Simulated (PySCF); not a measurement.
**From computed data to an observable: dipole moment from atomic charges**

SbCl2Br, SMILES [Cl][Sb]([Cl])[Br]. Atoms are numbered in the order given.

```xyz
4

Sb    -0.4532    -0.6216     0.0000
Cl    -1.2979     0.6877     1.7929
Cl    -1.2979     0.6877    -1.7929
Br     1.9212     0.2376     0.0000
```

Geometry: r2SCAN-D4/def2-SVP. The def2 effective core potentials stand for the cores of Sb; spin–orbit coupling is left out.

Charges (e) from PBE/def2-TZVP run with PySCF:

```tsv
atom	Mulliken	ESP fit
Sb1	0.819	0.460
Cl2	-0.283	-0.163
Cl3	-0.283	-0.163
Br4	-0.252	-0.134
```

The dipole moment of the full density is 2.52 D.

What dipole moment does each set of point charges give, and which comes closer to that of the density?


μ = Σ q r, and 1 e Å = 4.8032 D.
Mulliken: Σ q r = (-0.121, -0.958, 0.000) e Å, |μ| = 4.64 D.
ESP fit: Σ q r = (-0.043, -0.542, 0.000) e Å, |μ| = 2.61 D.
ESP fit comes closer in size. Point charges leave out the atoms' own dipoles (lone pairs, polarised bonds); fits to the potential absorb them, partitions of the density don't.
